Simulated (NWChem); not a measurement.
# C2H5FOSi; SMILES F[SiH]1COC1

```xyz
10

F     -0.4155     2.0167     0.0000
Si     0.4117     0.6164     0.0000
C     -0.0838    -0.8050     1.1347
O      0.1088    -1.6682     0.0000
C     -0.0838    -0.8050    -1.1347
H      1.8567     0.9779     0.0000
H      0.5606    -1.1166     1.9711
H     -1.1358    -0.8012     1.4799
H     -1.1358    -0.8012    -1.4799
H      0.5606    -1.1166    -1.9711
```
Atoms are numbered in this order, from 1.

All runs: NWChem. Pople sets run with spherical d functions. Coordinates come from a PBE0/def2-SVP optimisation. Vzz is the largest principal value of the second derivative of the potential at the nucleus (NWChem prints the opposite sign); η is the asymmetry. Non-relativistic.

```
level                 Vzz O4 (a.u.)  η O4  relative time
--------------------  -------------  ----  -------------
B3LYP/cc-pVTZ                -1.993  0.83             10
B3LYP/def2-TZVP              -1.977  0.83              6
Hartree-Fock/6-31G*          -1.991  0.84              1
Hartree-Fock/cc-pVTZ         -2.048  0.87              8
```

The last column is a rough cost ratio, cheapest run = 1.
